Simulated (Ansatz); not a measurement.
Compare A (`NC1=C([SiH2]F)N1`) with its isomer B (`CN1C=N[SiH]1F`).

Isolated molecules relaxed with PBE0-D4/def2-TZVP in Ansatz; ΔE leaves out vibrations. CCSD(T)/CBS adds triple-zeta CCSD(T) − MP2 to the extrapolated MP2 energy (def2 sets, frozen cores). DFT in def2-TZVPP. B3LYP here is the variant with VWN-RPA as its local correlation; programs differ in this. Each species was taken in one conformer, which may not be the lowest.

Task: Which is lower in electronic energy at CCSD(T)/CBS, and by how much? (Estimate.)

Result: Ansatz gave: B, by 65.2 kcal/mol.

Task: Give E(B) − E(A) in kcal/mol with CCSD/def2-TZVPP, HF/def2-TZVPP, PBE0-D4, B2PLYP, ωB97M-V, B3LYP, CCSD(T)/def2-TZVPP. (Best estimate.)

Result: Ansatz gave: CCSD/def2-TZVPP -66.2, HF/def2-TZVPP -67.9, PBE0-D4 -62.5, B2PLYP -63.8, ωB97M-V -64.6, B3LYP -61.1, CCSD(T)/def2-TZVPP -65.8. None reverses the order clearly.

Largest T1 diagnostic: 0.014.

From PBE to PBE0 (25 % exact exchange), in def2-TZVPP and without D4, E(B) − E(A) moves by −3.2 kcal/mol. The D4 term adds −0.8 kcal/mol with B3LYP and −0.4 kcal/mol with PBE0; it sums over pairs of atoms, weighted by their polarisabilities, and B3LYP, whose exchange is more repulsive, gets the larger term.
